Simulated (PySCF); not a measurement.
SMILES [C-]#C[C@H]1CC[C@@H]1OC, [C$_{7}$H$_{9}$O]-, charge -1

Molfile (atoms numbered from 1):
```
C7H9O
     RDKit          3D

 17 17  0  0  0  0  0  0  0  0999 V2000
   -0.4198   -1.8365   -2.6694 C   0  0  0  0  0  0  0  0  0  0  0  0
   -0.5383   -0.9786   -1.7951 C   0  0  0  0  0  0  0  0  0  0  0  0
   -0.6471    0.0484   -0.7531 C   0  0  1  0  0  0  0  0  0  0  0  0
   -1.9206    0.0851    0.1540 C   0  0  0  0  0  0  0  0  0  0  0  0
   -1.0247    0.2698    1.3833 C   0  0  0  0  0  0  0  0  0  0  0  0
    0.1883   -0.1480    0.5517 C   0  0  2  0  0  0  0  0  0  0  0  0
    1.3377    0.6678    0.7550 O   0  0  0  0  0  0  0  0  0  0  0  0
    2.3603    0.3304   -0.1410 C   0  0  0  0  0  0  0  0  0  0  0  0
   -0.4522    1.0676   -1.1385 H   0  0  0  0  0  0  0  0  0  0  0  0
   -2.6475    0.8783   -0.0385 H   0  0  0  0  0  0  0  0  0  0  0  0
   -2.4362   -0.8764    0.1538 H   0  0  0  0  0  0  0  0  0  0  0  0
   -0.9365    1.3141    1.6846 H   0  0  0  0  0  0  0  0  0  0  0  0
   -1.2495   -0.3365    2.2652 H   0  0  0  0  0  0  0  0  0  0  0  0
    0.4649   -1.2045    0.6993 H   0  0  0  0  0  0  0  0  0  0  0  0
    3.1450    1.0823   -0.0373 H   0  0  0  0  0  0  0  0  0  0  0  0
    1.9958    0.3115   -1.1733 H   0  0  0  0  0  0  0  0  0  0  0  0
    2.7734   -0.6628    0.0895 H   0  0  0  0  0  0  0  0  0  0  0  0
  1  2  3  0
  2  3  1  0
  3  4  1  0
  4  5  1  0
  5  6  1  0
  6  7  1  0
  7  8  1  0
  6  3  1  0
  3  9  1  6
  4 10  1  0
  4 11  1  0
  5 12  1  0
  5 13  1  0
  6 14  1  1
  8 15  1  0
  8 16  1  0
  8 17  1  0
M  CHG  1   1  -1
M  END
```

Computed, not measured: TDDFT PBE0/aug-cc-pVDZ circular dichroism and optical rotation, one conformer, gas phase in PySCF 2.14.0. Geometry: GFN2-xTB.

The molecule is flexible and this is one conformer; a measurement averages over conformers. For a gas-phase anion, states above the detachment energy (about 1.2 eV, taken as minus the energy of the highest occupied orbital) lie in the continuum and depend on the basis.

Stereocentres: C3 R, C6 S.

Problem. Give the optical rotatory dispersion at 633, 589.3, 546 nm.

Solution. [α] in deg dm⁻¹ (g/mL)⁻¹:
```
λ (nm)  origin-invariant length gauge  modified velocity gauge  length gauge (centre of mass)  isotropic polarisability (au)
   633                          +71.3                    +74.3                          +68.1                          116.6
 589.3                          +78.5                    +81.8                          +74.5                          118.1
   546                          +78.9                    +82.2                          +73.7                          120.1
```

Problem. And for the mirror image at 589.3 nm?

Solution. -78.5 deg dm⁻¹ (g/mL)⁻¹ (origin-invariant length gauge): the same size and the opposite sign.

Problem. What is the molar rotation [Φ] = [α]·M/100 of the geometry above at 589.3 nm?

Solution. With M = 109.15 g/mol, +85.7 deg cm² dmol⁻¹ (origin-invariant length gauge).

The first excitation lies at 3.10 eV (400 nm) with R = -9.3 × 10⁻⁴⁰ esu² cm² (velocity form).
